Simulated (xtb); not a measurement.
xtb input (GFN1-xTB):

```bash
xtb mol.xyz --gfn 1 --sp --chrg -1 --uhf 0
```
mol.xyz:
```
5

B      0.14352207     0.35294495    -0.14569784
O      1.15747275     0.08605064     0.58470515
O     -1.04401671    -0.47507515    -0.27401336
H      0.01048392     1.37478254    -0.87062558
H     -1.63574263    -0.02731119    -0.88641955
```

Output:

```
           -------------------------------------------------
          |                Calculation Setup                |
           -------------------------------------------------

           -------------------------------------------------
          |                 G F N 1 - x T B                 |
           -------------------------------------------------

        Reference                      10.1021/acs.jctc.7b00118
      * Hamiltonian:
        H0-scaling (s, p, d)           1.850000    2.250000    2.000000
        zeta-weighting                 0.000000
      * Dispersion:
        s8                             2.400000
        a1                             0.630000
        a2                             5.000000
        s9                             0.000000
      * Repulsion:
        kExp                           1.500000
        rExp                           1.000000
      * Coulomb:
        alpha                          2.000000
        third order                    atomic
        anisotropic                    false
      * Halogen bond correction:
        rad-scale                      1.300000
        damping                        0.440000

          ...................................................
          :                      SETUP                      :
          :.................................................:
          :  # basis functions                  16          :
          :  # atomic orbitals                  16          :
          :  # shells                           10          :
          :  # electrons                        18          :
          :  # halogen bonds                     0          :
          :  max. iterations                   250          :
          :  Hamiltonian                  GFN1-xTB          :
          :  restarted?                      false          :
          :  GBSA solvation                  false          :
          :  PC potential                    false          :
          :  electronic temp.          300.0000000     K    :
          :  accuracy                    1.0000000          :
          :  -> integral cutoff          0.2500000E+02      :
          :  -> integral neglect         0.1000000E-07      :
          :  -> SCF convergence          0.1000000E-05 Eh   :
          :  -> wf. convergence          0.2000000E-04 e    :
          :  Broyden damping             0.4000000          :
          :  net charge                         -1          :
          :  unpaired electrons                  0          :
          ...................................................

 iter      E             dE          RMSdq      gap      omega  full diag
   1    -12.1549282 -0.121549E+02  0.909E+00    8.33       0.0  T
   2    -12.2212130 -0.662847E-01  0.496E+00    7.19       1.0  T
   3    -12.2222657 -0.105278E-02  0.177E+00    6.87       1.0  T
   4    -12.2192194  0.304634E-02  0.129E+00    7.19       1.0  T
   5    -12.2259189 -0.669949E-02  0.417E-01    6.87       1.0  T
   6    -12.2265641 -0.645252E-03  0.123E-01    6.97       1.0  T
   7    -12.2266251 -0.609933E-04  0.197E-02    6.96       2.3  T
   8    -12.2266266 -0.146586E-05  0.371E-03    6.96      12.1  T
   9    -12.2266266 -0.442625E-07  0.145E-03    6.96      30.7  T
  10    -12.2266266 -0.512820E-08  0.707E-04    6.96      63.2  T
  11    -12.2266266 -0.204467E-08  0.832E-06    6.96    5376.1  T
  12    -12.2266266 -0.277112E-12  0.302E-08    6.96  100000.0  T

   *** convergence criteria satisfied after 12 iterations ***

         #    Occupation            Energy/Eh            Energy/eV
      -------------------------------------------------------------
         1        2.0000           -0.5129522             -13.9581
       ...           ...                  ...                  ...
         3        2.0000           -0.3629308              -9.8759
         4        2.0000           -0.3171442              -8.6299
         5        2.0000           -0.2742216              -7.4619
         6        2.0000           -0.2458498              -6.6899
         7        2.0000           -0.2056715              -5.5966
         8        2.0000           -0.1948847              -5.3031
         9        2.0000           -0.1460583              -3.9744 (HOMO)
        10                          0.1095660               2.9814 (LUMO)
        11                          0.1214728               3.3054
        12                          0.1855919               5.0502
        13                          0.4040289              10.9942
        14                          0.5756602              15.6645
       ...                                ...                  ...
        16                          1.0351685              28.1684
      -------------------------------------------------------------
                  HL-Gap            0.2556243 Eh            6.9559 eV
             Fermi-level           -0.0182462 Eh           -0.4965 eV

 SCC (total)                   0 d,  0 h,  0 min,  0.002 sec
 SCC setup                      ...        0 min,  0.000 sec (  2.573%)
 Dispersion                     ...        0 min,  0.000 sec (  1.114%)
 classical contributions        ...        0 min,  0.000 sec (  0.476%)
 integral evaluation            ...        0 min,  0.000 sec ( 20.444%)
 iterations                     ...        0 min,  0.001 sec ( 40.862%)
 molecular gradient             ...        0 min,  0.001 sec ( 30.887%)
 printout                       ...        0 min,  0.000 sec (  3.330%)

         :::::::::::::::::::::::::::::::::::::::::::::::::::::
         ::                     SUMMARY                     ::
         :::::::::::::::::::::::::::::::::::::::::::::::::::::
         :: total energy             -12.155253139790 Eh    ::
         :: gradient norm              0.027552919228 Eh/a0 ::
         :: HOMO-LUMO gap              6.955890559474 eV    ::
         ::.................................................::
         :: SCC energy               -12.226626641608 Eh    ::
         :: -> electrostatic           0.269949386220 Eh    ::
         :: repulsion energy           0.072057732818 Eh    ::
         :: dispersion energy         -0.000684231000 Eh    ::
         :: halogen bond corr.         0.000000000000 Eh    ::
         :: add. restraining           0.000000000000 Eh    ::
         :: total charge              -1.000000000000 e     ::
         :::::::::::::::::::::::::::::::::::::::::::::::::::::

           -------------------------------------------------
          |                Property Printout                |
           -------------------------------------------------

    * Orbital Energies and Occupations

         #    Occupation            Energy/Eh            Energy/eV
      -------------------------------------------------------------
         1        2.0000           -0.5129522             -13.9581
         2        2.0000           -0.4315666             -11.7435
         3        2.0000           -0.3629308              -9.8759
         4        2.0000           -0.3171442              -8.6299
         5        2.0000           -0.2742216              -7.4619
         6        2.0000           -0.2458498              -6.6899
         7        2.0000           -0.2056715              -5.5966
         8        2.0000           -0.1948847              -5.3031
         9        2.0000           -0.1460583              -3.9744 (HOMO)
        10                          0.1095660               2.9814 (LUMO)
        11                          0.1214728               3.3054
        12                          0.1855919               5.0502
        13                          0.4040289              10.9942
        14                          0.5756602              15.6645
Note: The following floating-point exceptions are signalling: IEEE_DENORMAL
normal termination of xtb
        15                          0.6199602              16.8700
        16                          1.0351685              28.1684
      -------------------------------------------------------------
                  HL-Gap            0.2556243 Eh            6.9559 eV
             Fermi-level           -0.0182462 Eh           -0.4965 eV

  Mulliken/CM5 charges         n(s)   n(p)   n(d)
     1B     0.44703  0.28542   0.822  1.731  0.000
     2O    -0.77348 -0.74336   1.731  5.042  0.000
     3O    -0.66241 -0.81184   1.705  4.957  0.000
     4H    -0.26217 -0.16304   1.262  0.000  0.000
     5H     0.25103  0.43282   0.749  0.000  0.000

Wiberg/Mayer (AO) data.
largest (>0.10) Wiberg bond orders for each atom

 ---------------------------------------------------------------------------
     #   Z sym  total        # sym  WBO       # sym  WBO       # sym  WBO
 ---------------------------------------------------------------------------
     1   5 B    3.391 --     2 O    1.653     3 O    0.881     4 H    0.843
     2   8 O    1.787 --     1 B    1.653
     3   8 O    1.903 --     5 H    0.930     1 B    0.881
     4   1 H    0.940 --     1 B    0.843
     5   1 H    0.984 --     3 O    0.930
 ---------------------------------------------------------------------------

Topologies differ in total number of bonds
Writing topology from bond orders to xtbtopo.mol

 dipole moment from electron density (au)
     X       Y       Z
  -1.5392   0.2513  -1.0107  total (Debye):    4.724

           -------------------------------------------------
          | TOTAL ENERGY              -12.155253139790 Eh   |
          | GRADIENT NORM               0.027552919228 Eh/α |
          | HOMO-LUMO GAP               6.955890559474 eV   |
           -------------------------------------------------

------------------------------------------------------------------------
------------------------------------------------------------------------
 total:
 SCF:
```

It need not be the lowest isomer of its formula. Whether it binds its extra electron was not tested at this geometry.
